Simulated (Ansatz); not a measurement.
Molecule: C₅H₄F, charge 0, multiplicity 2. It need not be the lowest isomer of its formula. SMILES: FC1=C[C]=CC1
Coordinates optimised at B3LYP-D3(BJ)/def2-TZVP (Ansatz, a program for electronic structure):
```xyz
10

F      1.0313     1.7048    -0.1292
C      0.4259     0.5153    -0.0405
C      1.0164    -0.6856     0.0337
C     -0.0901    -1.6279     0.1120
C     -1.2982    -1.0774     0.0899
C     -1.0681     0.4242    -0.0153
H      2.0705    -0.9070     0.0354
H     -2.2702    -1.5404     0.1338
H     -1.4874     0.9663     0.8383
H     -1.5099     0.8463    -0.9235
```
Charge 0, spin multiplicity 2.

Wanted: atomisation energy (electronic, to ground-state atoms), in kcal/mol. Correlated levels leave the core frozen unless marked. UHF or UKS for open shells. No spin-orbit coupling. Non-relativistic unless marked X2C. The coupled-cluster limit lacks core correlation, which all-electron functionals hold. CBS marks a two-point X^-3 extrapolation of the correlation energy; Hartree-Fock from the larger set.

```csv
level,program,atomisation energy (kcal/mol)
r2SCAN-D3(BJ)/def2-TZVPD,Ansatz + dftd3,1078.8
```

Q: Predict the CCSD(T)/CBS(cc-pVTZ,cc-pVQZ) result (Ansatz).

A: 1061.5 kcal/mol
